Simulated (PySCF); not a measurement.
Simulated outer-valence photoelectron spectrum of `BC(F)=C(F)F`. The calculation used EOM-IP-CCSD/aug-cc-pVDZ in PySCF, restricted Hartree–Fock reference, frozen core, non-relativistic, gas phase, PBE0-D3(BJ)/def2-SVP geometry.

Each root has a Gaussian of 0.4 eV full width with its one-hole share as area; cross sections and vibrations are left out, and the highest printed point is 100.

```tsv
ionisation energy (eV)	intensity
10.0	2
10.2	22
10.4	50
10.6	29
10.8	4
11.0	0
11.2	0
11.4	0
11.6	0
11.8	0
12.0	0
12.2	0
12.4	0
12.6	7
12.8	47
13.0	93
13.2	55
13.4	9
13.6	0
13.8	0
14.0	0
14.2	0
14.4	0
14.6	0
14.8	0
15.0	0
15.2	3
15.4	23
15.6	49
15.8	29
16.0	26
16.2	79
16.4	86
16.6	70
16.8	100
17.0	53
17.2	7
17.4	0
```

Problem. Where are the maxima, and how many lines lie under the curve?

Solution. 5 maxima, at 10.4, 13.0, 15.6, 16.3 and 16.8 eV, from 8 lines. At this width some lines have no maximum of their own.

Problem. List the lines with their holes.

Solution. 
| E (eV) | leading hole (HF orbital) | area | Koopmans (eV) |
| --- | --- | --- | --- |
| 10.42 | HOMO | 0.96 | 10.82 |
| 12.95 | HOMO-1 | 0.95 | 13.77 |
| 13.07 | HOMO-2 | 0.95 | 14.53 |
| 15.61 | HOMO-3 | 0.94 | 17.72 |
| 16.24 | HOMO-4 | 0.94 | 18.99 |
| 16.37 | HOMO-5 | 0.94 | 19.06 |
| 16.79 | HOMO-6 | 0.94 | 19.30 |
| 16.83 | HOMO-7 | 0.94 | 19.66 |

The widest gap, 2.54 eV, lies between 13.07 and 15.61 eV. Only orbitals with −ε under 21 eV, eight at most, were ionised, so the high end of the curve may lack lines.

Time: 9.3 min; peak memory 2.7 GiB. Hardware: an Arm Neoverse V1 with one thread, on a shared host.
